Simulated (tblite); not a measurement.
C6H17N2, charge +1, singlet, geometry from GFN2-xTB; GFN1-xTB in tblite 0.6.0.

Here is a job for tblite.
```
$ tblite run mol.xyz --method gfn1 --charge 1 --spin 0 --grad --json tblite.json --no-restart

# file mol.xyz
25

C      2.26536916     0.31431462     0.50585846
N      1.15346862     0.23022134    -0.43032181
C      1.60152577     0.54934793    -1.77779462
C      0.49118207    -1.06462411    -0.37062386
C     -0.51658112    -1.16229881     0.78140589
N     -1.60008823    -0.13377182     0.75007207
C     -1.10619707     1.19859853     1.15036394
C     -2.28362164    -0.05975024    -0.55323935
H      1.92338162     0.10696109     1.51771555
H      2.66999186     1.32352024     0.48216367
H      3.06942945    -0.38897791     0.25791456
H      2.34976669    -0.15828131    -2.15279708
H      0.75183778     0.55390119    -2.45936353
H      2.04139884     1.54406109    -1.77095564
H      1.20858733    -1.88864046    -0.22916079
H     -0.01628321    -1.24652824    -1.31913936
H      0.00046733    -1.06361622     1.73693340
H     -0.98095748    -2.14987700     0.74195894
H     -2.29661180    -0.42863635     1.44317985
H     -0.27808226     1.46439091     0.49064056
H     -0.75027345     1.17603757     2.17792389
H     -1.90475567     1.93289970     1.07205403
H     -2.56887089    -1.05433241    -0.89113852
H     -1.62175220     0.39810170    -1.28424377
H     -3.18099985     0.55034198    -0.46776023
```

Output, abridged:

```
xTB calculator
 | screened Coulomb repulsion
 | Coulomb electrostatics
 |  * isotropic Klopman-Ohno-Mataga-Nishimoto electrostatics
 |  * onsite third-order electrostatics
 | DFT-D3(BJ) dispersion correction

halogen bonding energy    0.0000000000000E+00 Eh
repulsion energy          3.4662686616935E-01 Eh
dispersion energy        -1.1604156876286E-02 Eh
number of electrons       5.0000000000000E+01 e
integral cutoff           1.9731147476801E+01 bohr

------------------------------------------------------------
  cycle        total energy    energy error   density error
------------------------------------------------------------
      1     -27.73352788676  -2.8068551E+01   5.2390836E-01
      2     -27.79633742713  -6.2809540E-02   3.0647604E-01
      3     -27.79717734000  -8.3991286E-04   3.9080095E-02
      4     -27.79786411827  -6.8677827E-04   2.7315757E-03
      5     -27.79788032465  -1.6206379E-05   8.4144253E-04
      6     -27.79788134936  -1.0247102E-06   1.8301828E-04
      7     -27.79788139166  -4.2297419E-08   2.9742157E-05
      8     -27.79788139371  -2.0485977E-09   4.3163107E-06
------------------------------------------------------------

electronic energy        -2.8132904102998E+01 Eh
total energy             -2.7797881393705E+01 Eh

Post processing:
 | Mayer-Wiberg bond orders

[Info] Tight-binding results written to 'tblite.txt'
[Info] JSON dump of results written to 'tblite.json'
```
